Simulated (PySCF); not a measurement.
CH10NSSi3 (doublet state).
Atom-mapped SMILES: `[CH3:1][S:2][SiH:3][N:4]([SiH3:5])[SiH3:6]` (hydrogens: H7, H8, H9 on C1; H10 on Si3; H11, H12, H13 on Si5; H14, H15, H16 on Si6)

Geometry (GFN2-xTB, Å), atoms numbered from 1 in this order:
```xyz
16
CH10NSSi3 angstrom
C      3.4117    0.1991    0.6031
S      1.8188    1.0718    0.4642
Si     0.5406   -0.6610    0.3790
N     -1.0931   -0.1726    0.0685
Si    -2.3494   -1.3415    0.3709
Si    -1.4559    1.4529   -0.4761
H      4.1572    0.9429    0.8623
H      3.6596   -0.2587   -0.3487
H      3.3512   -0.5555    1.3800
H      0.6057   -1.2679    1.7171
H     -2.9134   -1.1198    1.7033
H     -1.6929   -2.6445    0.2977
H     -3.3735   -1.2028   -0.6572
H     -2.8869    1.4770   -0.7594
H     -0.6663    1.7041   -1.6788
H     -1.1208    2.3856    0.5976
```

The hyperfine couplings belong to this conformer and change with its torsions.

Level of theory: UKS B3LYP, pcH-1 on C H N S Si, non-relativistic, mean-field spin-orbit, GIAO (PySCF). The structure is a single GFN2-xTB conformer in the gas phase; no vibrational or solvent corrections. A GFN2-xTB geometry isn't a minimum of the functional, and hyperfine couplings can be far from their values at a DFT geometry, by a factor of two or more for some ions and for spin on atoms past the first row.

Problem. What are Nα, Nβ and the exact ⟨S²⟩?

Solution. 81 electrons with 2S = 1: 41 α and 40 β; S(S+1) = 0.75.

Mulliken spin populations, one withheld:

```tsv
atom	bound to	population
C1	S2, H7, H8, H9	-0.0036
S2	C1, Si3	+0.1207
Si3	S2, N4, H10	+0.7029
N4	Si3, Si5, Si6	+0.0751
Si5	N4, H11, H12, H13	-0.0009
Si6	N4, H14, H15, H16	+0.0011
H7	C1	-0.0001
H8	C1	+0.0076
H9	C1	-0.0018
H10	Si3	?
H11	Si5	+0.0006
H12	Si5	+0.0020
H13	Si5	-0.0001
H14	Si6	+0.0011
H15	Si6	+0.0053
H16	Si6	+0.0016
```

Problem. What does H10 hold?

Solution. The populations add up to Nα − Nβ = 1, and the others sum to 0.9115, so H10 holds +0.089.

Problem. Sum the populations by element and by sign.

Solution. Silicon +0.70, sulfur +0.12, hydrogen +0.10, nitrogen +0.08, carbon 0.00. The positive populations sum to 1.01, the negative ones to -0.01.

Problem. With ⟨S²⟩ = 0.7522, find the sum of squared α–β overlaps and estimate the admixture of higher spin.

Solution. For a single determinant ⟨S²⟩ = S(S+1) + Nβ − Σ|⟨iα|jβ⟩|², so the squared overlaps of occupied orbitals sum to 40 − 0.0022 = 39.9978. If the quartet state (S + 1) were the only admixture, its weight would be 0.0022/(2S + 2) = 0.07 %.

Problem. What Fermi-contact NMR shifts do the couplings of C1, N4, Si5, Si6, H7/H8/H9, H14/H15/H16 imply at 200 K (Curie law, g = gₑ)?

Solution. δ = a_FC·h·gₑ μB S(S+1)/(3 g_N μN kT), with k/h = 20836.6 MHz/K:

| nuclei | isotope | a_FC (MHz) | g_N | contact shift (ppm) |
| --- | --- | --- | --- | --- |
| C1 | 13C | 8.42 | 1.4048 | +1322 |
| N4 | 14N | 13.28 | 0.4038 | +7252 |
| Si5 | 29Si | 1.41 | -1.1106 | -279 |
| Si6 | 29Si | 2.07 | -1.1106 | -410 |
| H7/H8/H9 | 1H | 1.19 | 5.5857 | +47 |
| H14/H15/H16 | 1H | 4.80 | 5.5857 | +190 |

All at the stated temperature. Entries for several nuclei are means.

Class means assume fast exchange of nuclei equivalent by connectivity; if that motion is slow, each nucleus keeps its own coupling. Si5 and Si6, with what hangs on them, aren't averaged: N4 is flat or nearly so (angle sum 360°), and its turn about the short N4–Si3 bond (1.73 Å) is taken as slow. The three 1H nuclei of mean +4.8 MHz run from 2.7 to 8.3 MHz in the frozen geometry.

The run took 1.7 min of wall time (with the writing of density and orbital grids) on one thread, Arm Neoverse V2 (aarch64), no GPU, on a shared host, and the process peaked at 0.98 GiB of memory.
